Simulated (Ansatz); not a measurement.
CH7AlOSi2 can be A, `[SiH3][AlH][SiH]1CO1`, or B, `[OH][Al]1[CH2][SiH2][SiH2]1`.

Isolated molecules relaxed with PBE0-D4/def2-TZVP in Ansatz; ΔE leaves out vibrations. CBS: MP2 limit from def2 TZ/QZ plus the TZ coupled-cluster correction, frozen cores. Functionals use def2-TZVPP. B3LYP here is the variant with VWN-RPA as its local correlation; programs differ in this. Each species was taken in one conformer, which may not be the lowest.

A:

```xyz
12

Si   -1.282    0.706    1.903
Al   -0.301    1.616   -0.153
Si    0.558   -0.086   -1.666
C     1.356   -1.547   -0.894
O    -0.016   -1.641   -1.322
H    -1.356    1.696    3.014
H    -0.499   -0.467    2.382
H    -2.669    0.235    1.622
H    -0.178    3.167   -0.476
H     0.856    0.113   -3.111
H     1.491   -1.637    0.182
H     2.042   -2.155   -1.482
```

B:

```xyz
12

O     0.602    1.782    2.308
Al    0.137    0.883    0.951
C     1.177    0.549   -0.677
Si    0.289   -1.063   -1.116
Si   -1.630   -0.627    0.196
H     0.062    1.888    3.090
H     2.267    0.505   -0.650
H     0.892    1.315   -1.413
H     0.113   -1.311   -2.574
H     1.022   -2.215   -0.515
H    -2.219   -1.740    0.989
H    -2.712    0.035   -0.589
```

Question: Which isomer does CCSD(T)/CBS put lower? Give the gap. (An estimate is asked.)

Answer: The calculation gave: B, by 266.0 kJ/mol.

Question: Give E(B) − E(A) in kJ/mol with PBE0-D4, B3LYP-D4, HF/def2-TZVPP, B3LYP, r2SCAN-D4, B2PLYP, PBE-D4. (Estimate.)

Answer: The calculation gave: PBE0-D4 -261.9, B3LYP-D4 -251.3, HF/def2-TZVPP -249.0, B3LYP -246.1, r2SCAN-D4 -261.4, B2PLYP -257.2, PBE-D4 -249.1. None reverses the order clearly.

Largest T1 diagnostic: 0.016.

From PBE to PBE0 (25 % exact exchange), in def2-TZVPP and without D4, E(B) − E(A) moves by −13.4 kJ/mol. The D4 term adds −5.2 kJ/mol with B3LYP and −2.4 kJ/mol with PBE0; it sums over pairs of atoms, weighted by their polarisabilities, and B3LYP, whose exchange is more repulsive, gets the larger term.
